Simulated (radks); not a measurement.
The cadmium ion Cd4+, configuration [Kr] 4d7 5p1 (not the ground configuration).

Method: scalar-relativistic Kohn-Sham, SCAN, spin-unpolarised, spherical densities, finite nucleus; meta-GGA in the generalised Kohn-Sham scheme; Fermi nuclear charge, rms radius 4.6087 fm; computed with a radial shooting solver on a logarithmic mesh with Libxc functionals.

Energy parts (hartree):
total: -5590.20013
kinetic: 5817.42404
electron-nucleus: -13416.02620
Hartree: 2161.38141
exchange-correlation: -152.97938

Orbitals (lengths in bohr, moments of r in powers of bohr; r(max) is where P^2 peaks; r(90%) holds 90 % of the orbital's charge):
[
 {"orbital": "1s", "occ.": "2", "eigenvalue (hartree)": "-978.9927", "<r^4>": "4.072e-06", "<r>": "0.03040", "r(max)": "0.01968", "r(90%)": "0.0546"},
 {"orbital": "2s", "occ.": "2", "eigenvalue (hartree)": "-147.9421", "<r^4>": "0.0007169", "<r>": "0.1316", "r(max)": "0.1111", "r(90%)": "0.203"},
 {"orbital": "2p", "occ.": "6", "eigenvalue (hartree)": "-132.8582", "<r^4>": "0.0005158", "<r>": "0.1149", "r(max)": "0.08902", "r(90%)": "0.187"},
 {"orbital": "3s", "occ.": "2", "eigenvalue (hartree)": "-29.71274", "<r^4>": "0.03264", "<r>": "0.3573", "r(max)": "0.3232", "r(90%)": "0.526"},
 {"orbital": "3p", "occ.": "6", "eigenvalue (hartree)": "-24.71988", "<r^4>": "0.03491", "<r>": "0.3564", "r(max)": "0.3168", "r(90%)": "0.536"},
 {"orbital": "3d", "occ.": "10", "eigenvalue (hartree)": "-16.94539", "<r^4>": "0.03301", "<r>": "0.3344", "r(max)": "0.2662", "r(90%)": "0.528"},
 {"orbital": "4s", "occ.": "2", "eigenvalue (hartree)": "-6.25280", "<r^4>": "1.066", "<r>": "0.8682", "r(max)": "0.7932", "r(90%)": "1.25"},
 {"orbital": "4p", "occ.": "6", "eigenvalue (hartree)": "-4.74997", "<r^4>": "1.511", "<r>": "0.9357", "r(max)": "0.8390", "r(90%)": "1.37"},
 {"orbital": "4d", "occ.": "7", "eigenvalue (hartree)": "-2.53778", "<r^4>": "3.648", "<r>": "1.122", "r(max)": "0.9427", "r(90%)": "1.71"},
 {"orbital": "5p", "occ.": "1", "eigenvalue (hartree)": "-1.35410", "<r^4>": "58.02", "<r>": "2.389", "r(max)": "2.186", "r(90%)": "3.41"}
]

The highest occupied level is 5p at -36.847 eV. The electron density at the nucleus is 1.636e+05 e/bohr^3 (large components only). Summed over all electrons, <r^2> = 26.97 bohr^2, which gives a Langevin (diamagnetic) susceptibility term of -21.4 x 10^-6 cm^3/mol. The density falls to 0.001 e/bohr^3 at r = 3.53 bohr.
